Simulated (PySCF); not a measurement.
## C6H7ClNO: g tensor and hyperfine couplings

Species: C6H7ClNO (doublet state).
Geometry (GFN2-xTB, Å), atoms numbered from 1 in this order:
```
atom  x, y, z in Å
C1     0.871    1.509    0.861
C2     0.683    0.263    0.579
C3    -0.460   -0.617    1.119
C4    -1.533   -0.673    0.096
C5    -2.666    0.014    0.127
Cl6   -3.098    1.074    1.414
C7     1.598   -0.488   -0.353
N8     2.515    0.301   -0.949
O9     1.517   -1.680   -0.549
H10    0.436    2.285    1.445
H11   -0.828   -0.204    2.057
H12   -0.033   -1.610    1.267
H13   -1.338   -1.299   -0.764
H14   -3.418   -0.042   -0.644
H15    3.196   -0.106   -1.567
H16    2.551    1.280   -0.716
```

The hyperfine couplings belong to this conformer and change with its torsions.

Identity: `[H]/[C]=C(\C/C=C\Cl)C(N)=O` [radical].

Method used: UKS B3LYP, pcH-1 on C Cl H N O, non-relativistic, mean-field spin-orbit, GIAO (PySCF). The structure is a single GFN2-xTB conformer in the gas phase; no vibrational or solvent corrections. Couplings are sensitive to structure, and on GFN2-xTB geometries they can be far from those on DFT ones. No stability test was run, so a lower SCF solution isn't excluded.

```json
{"g1, g2, g3": "2.00216, 2.00257, 2.00362", "g_iso": "2.00278", "Form of g": "rhombic: the two nearest values differ by 28 % of g3 − g1", "⟨S²⟩": "0.7598 (exact 0.7500)", "α and β electrons": "38, 37", "HOMO–LUMO gap, α and β orbitals": "5.15, 4.03 eV"}
```

Isotropic coupling and dipolar principal values T1 to T3, in mT; ρ(0) is the spin density at the nucleus (MHz turned into mT with g_iso):

```
atom  isotope  a_iso  of which spin–orbit     T1     T2    T3  Mulliken spin population  ρ(0) (bohr⁻³)
  C1      13C   9.56                 0.00  -2.82  -2.02  4.84                      1.01         0.2383
  C2      13C  -0.61                 0.00  -0.66   0.06  0.60                     -0.19        -0.0152
  C3      13C   2.05                 0.00  -0.33  -0.30  0.63                      0.08         0.0512
  C4      13C  -0.26                 0.00  -0.09   0.04  0.05                     -0.02        -0.0065
  C5      13C   0.12                 0.00  -0.10  -0.08  0.18                      0.03         0.0030
 Cl6     35Cl   0.04                 0.00  -0.06  -0.04  0.11                      0.00         0.0024
  C7      13C   1.81                 0.00  -0.14  -0.13  0.28                      0.04         0.0452
  N8      14N  -0.05                 0.00  -0.07  -0.03  0.10                      0.01        -0.0039
  O9      17O  -0.05                 0.00  -0.36   0.10  0.25                      0.02         0.0022
 H10       1H   1.55                 0.00  -1.10  -0.27  1.37                      0.01         0.0097
 H11       1H  -0.23                 0.00  -0.21  -0.05  0.26                      0.00        -0.0014
 H12       1H   0.26                 0.00  -0.16  -0.02  0.18                      0.00         0.0016
 H13       1H   0.05                 0.00  -0.05  -0.03  0.07                      0.00         0.0003
 H14       1H  -0.09                 0.00  -0.06  -0.02  0.08                      0.00        -0.0006
 H15       1H  -0.04                 0.00  -0.12  -0.05  0.17                      0.00        -0.0003
 H16       1H  -0.17                 0.00  -0.41  -0.24  0.64                      0.00        -0.0011
```

Largest spin populations (Mulliken): C1 (+1.01), C2 (-0.19) and C3 (+0.08). No atom but C1 exceeds +0.15.

Axes: g1 points within 8° of the C2–C3 bond and g2 points within 14° of the C1–H10 bond.

Under fast tumbling the dipolar parts average out, and these isotropic splittings remain (the largest six): 1 × 1H (H10, I = 1/2, 2 lines) with 1.55 mT, 1 × 1H (H16, I = 1/2, 2 lines) with 0.17 mT, 1 × 1H (H14, I = 1/2, 2 lines) with 0.09 mT, 1 × 1H (H13, I = 1/2, 2 lines) with 0.05 mT, 1 × 14N (N8, I = 1, 3 lines) with 0.05 mT and 1 × 1H (H15, I = 1/2, 2 lines) with 0.04 mT.

H15 and H16 aren't averaged: N8 is flat or nearly so (angle sum 360°), and its turn about the short N8–C7 bond (1.35 Å) is taken as slow.

Main isotope only: 35Cl (natural samples also hold 24 % 37Cl, magnetic too, which adds its own pattern).

The 13C coupling of C1 (267.8 MHz) shows only in satellite lines or after enrichment, since that isotope makes up about 1.07 % of natural carbon.

β density exceeds α density at some nuclei, such as C2 (-0.0152), C4 (-0.0065) and N8 (-0.0039), spin density in bohr⁻³. In a single determinant that takes different orbitals for the two spins, that is spin polarisation.
